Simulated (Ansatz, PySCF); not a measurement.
Molecule: diindium oxide, In₂O (charge 0, singlet). SMILES: [In][O][In]
Structure (B3LYP-D3(BJ)/def2-TZVP (Ansatz, a program for electronic structure) minimum search):
```xyz
3

In     0.0000     0.0000    -2.0164
O      0.0000     0.0000     0.0000
In     0.0000     0.0000     2.0164
```

Quantity: vertical triplet-singlet gap, E(triplet) - E(singlet), in eV. Conventions: dispersion terms only where a functional's name holds one; each state is the SCF solution reached for its charge and spin; 6-31G* and kin with 6d, 5d where marked; def2 sets with scalar-relativistic core potentials past Kr; spin-orbit terms left out; STO-3G and 3-21G all-electron and non-relativistic; valence correlation only (noble-gas shells and the d and f shells of earlier blocks); LANL2DZ with its own core potentials from Na on; UHF or UKS for open shells. First-principles rows: single points at B3LYP-D3(BJ) geometries (Ansatz). Levels can end on unlike triplets.

| level | program | vertical triplet-singlet gap, E(triplet) - E(singlet) (eV) |
|---|---|---|
| HF/6-31G* with LANL2DZ past Ar | Ansatz | 2.59 |
| PBE/6-31G* with LANL2DZ past Ar | Ansatz | 2.82 |
| B3LYP/STO-3G | Ansatz | 2.67 |
| B3LYP/3-21G | Ansatz | 2.94 |
| B3LYP/6-31G* with LANL2DZ past Ar | Ansatz | 3.07 |
| M06-2X/6-31G* with LANL2DZ past Ar (5d) | PySCF | 3.81 |
| MP2/6-31G* with LANL2DZ past Ar | Ansatz | 3.08 |
| PBE0/def2-TZVPD | Ansatz | 3.14 |
| wB97M-V/def2-TZVPD | Ansatz | 3.37 |

No value to compare with is used here. The 7 habitual levels span 2.59 (HF/6-31G* with LANL2DZ past Ar) to 3.81 eV (M06-2X/6-31G* with LANL2DZ past Ar (5d)); PBE0/def2-TZVPD gives 3.14.

The levels are drawn from those run, B3LYP/6-31G* more often than the rest, none by its result; left out are runs that failed, that the program found above a lower state of the same kind, or whose <S^2> lies over 0.5 above the pure value.
